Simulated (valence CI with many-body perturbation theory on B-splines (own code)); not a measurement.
Bi52+: calculated level list

Calculated by relativistic CI+MBPT: three valence electrons over a frozen Dirac-Fock core [Ar] 3d10, radial functions for each j: 11 s, 11 p, 10 d, 8 f, 5 g, 2 h, with the one-electron correlation potential Σ1, the two-electron term Σ2, the three-electron term Σ3, Breit, model QED; selected CI, second order for the rest, scaled by the run's own slope (own B-spline code, finite nucleus).

The last digits are not significant, and no measured levels were compared; by estimate large intervals hold to a few tenths of a per cent, small ones and those within an open d or f shell to about a per cent.

Levels 136 to 173 of 173, with energies above the lowest level, (4s^2 4p1/2) J=1/2. "Leading %" is the weight of the configuration and term that name the level; weights of strongly mixed levels are sums over their largest components and can fall short. In the jj column 3d3/2^4 stands for four electrons in 3d with j = 3/2.

```
No.  Configuration  Term     J  E (× 10³ cm⁻¹)  Leading %      g                Leading jj  Second component
136          4p²4f   ²F°   7/2          8415.7         49  1.105  4p1/2 4p3/2 4f7/2 (77 %)    11 % 4p²4f ⁴G°
137          4p4d²   ⁴D°   7/2          8433.9         22  1.170  4p1/2 4p3/2 4f5/2 (38 %)    16 % 4p²4f ⁴F°
138          4p²4f   ²P°   3/2          8465.8         37  1.240  4p1/2 4p3/2 4f7/2 (66 %)    17 % 4p²4f ²D°
139          4p²4f   ²F°   5/2          8474.8         32  1.057  4p1/2 4p3/2 4f7/2 (70 %)    22 % 4p²4f ²D°
140          4p4d²   ²H°   9/2          8582.4         24  1.071      4p1/2 4d5/2^2 (61 %)    16 % 4p4d² ⁴G°
141          4p4d²   ²F°   5/2          8586.9         32  1.019      4p1/2 4d5/2^2 (70 %)    13 % 4p²4f ²F°
142          4p4d²   ²P°   3/2          8591.4         19  1.193      4p1/2 4d5/2^2 (68 %)    19 % 4p4d² ²D°
143          4p4d²   ²F°   7/2          8601.0         19  1.139      4p1/2 4d5/2^2 (55 %)    14 % 4p4d² ⁴D°
144          4p4d²   ²P°   1/2          8646.3         71  0.659      4p1/2 4d5/2^2 (96 %)    19 % 4p4d² ⁴D°
145         4s4d4f   ⁴H°   7/2          8750.3         86  0.694     4s 4d3/2 4f5/2 (99 %)   11 % 4s4d4f ²G°
146         4s4d4f   ⁴H°   9/2          8797.7         58  0.984     4s 4d3/2 4f5/2 (88 %)   21 % 4s4d4f ²H°
147         4s4d4f   ⁴F°   3/2          8801.1         68  0.551     4s 4d3/2 4f5/2 (94 %)   23 % 4s4d4f ²D°
148         4s4d4f   ⁴F°   5/2          8811.4         44  1.016     4s 4d3/2 4f5/2 (91 %)   22 % 4s4d4f ²D°
149         4s4d4f   ⁴G°   7/2          8868.6         45  1.047     4s 4d3/2 4f5/2 (63 %)   27 % 4s4d4f ⁴F°
150         4s4d4f   ⁴G°   5/2          8878.7         69  0.699     4s 4d3/2 4f5/2 (94 %)   18 % 4s4d4f ²F°
151         4s4d4f   ⁴F°   9/2          8892.1         28  1.156     4s 4d3/2 4f7/2 (92 %)   24 % 4s4d4f ⁴G°
152         4s4d4f   ²G°   7/2          8894.8         46  1.026     4s 4d3/2 4f7/2 (67 %)   17 % 4s4d4f ⁴F°
153         4s4d4f   ⁴H°  11/2          8924.1         72  1.133     4s 4d3/2 4f7/2 (81 %)   16 % 4s4d4f ²H°
154         4s4d4f   ⁴D°   3/2          8926.1         32  1.304     4s 4d3/2 4f5/2 (90 %)   26 % 4s4d4f ⁴P°
155         4s4d4f   ⁴P°   5/2          8930.2         29  1.266     4s 4d3/2 4f7/2 (91 %)   22 % 4s4d4f ⁴D°
156         4s4d4f   ⁴D°   1/2          8942.8         61  0.436     4s 4d3/2 4f5/2 (91 %)   27 % 4s4d4f ²P°
157         4s4d4f   ⁴D°   7/2          8947.6         25  1.150     4s 4d3/2 4f7/2 (84 %)   23 % 4s4d4f ²F°
158         4s4d4f   ²H°   9/2          8961.8         62  0.976     4s 4d3/2 4f7/2 (81 %)   15 % 4s4d4f ⁴H°
159         4s4d4f   ²F°   5/2          8986.2         33  1.185     4s 4d3/2 4f7/2 (88 %)   29 % 4s4d4f ⁴P°
160         4s4d4f   ²D°   3/2          9006.7         37  1.054     4s 4d3/2 4f7/2 (83 %)   33 % 4s4d4f ²P°
161         4s4d4f   ⁴G°   9/2          9114.4         52  1.118     4s 4d5/2 4f5/2 (91 %)   30 % 4s4d4f ²G°
162         4s4d4f   ⁴G°   7/2          9127.2         30  1.168     4s 4d5/2 4f5/2 (92 %)   26 % 4s4d4f ⁴F°
163         4s4d4f   ⁴D°   5/2          9138.1         44  1.178     4s 4d5/2 4f5/2 (92 %)   22 % 4s4d4f ⁴F°
164         4s4d4f   ⁴H°  13/2          9138.9        100  1.225    4s 4d5/2 4f7/2 (100 %)                  
165         4s4d4f   ⁴G°  11/2          9161.5         57  1.198     4s 4d5/2 4f5/2 (60 %)   21 % 4s4d4f ²H°
166         4s4d4f   ⁴D°   3/2          9163.5         45  1.151     4s 4d5/2 4f5/2 (92 %)   21 % 4s4d4f ⁴P°
167         4s4d4f   ⁴F°   9/2          9170.9         60  1.239     4s 4d5/2 4f7/2 (96 %)   28 % 4s4d4f ²G°
168         4s4d4f   ²G°   7/2          9177.9         60  0.971     4s 4d5/2 4f5/2 (67 %)   11 % 4s4d4f ⁴D°
169         4s4d4f   ⁴P°   1/2          9180.8         83  2.236     4s 4d5/2 4f5/2 (98 %)   15 % 4s4d4f ⁴D°
170         4s4d4f   ²F°   5/2          9204.1         54  0.939     4s 4d5/2 4f5/2 (82 %)   26 % 4s4d4f ²D°
171         4s4d4f   ²D°   3/2          9213.8         51  1.095     4s 4d5/2 4f5/2 (69 %)   34 % 4s4d4f ⁴P°
172         4s4d4f   ²F°   7/2          9226.1         63  1.098     4s 4d5/2 4f7/2 (73 %)   15 % 4s4d4f ²G°
173         4s4d4f   ²H°  11/2          9229.0         84  1.099     4s 4d5/2 4f7/2 (86 %)    8 % 4s4d4f ⁴H°
```
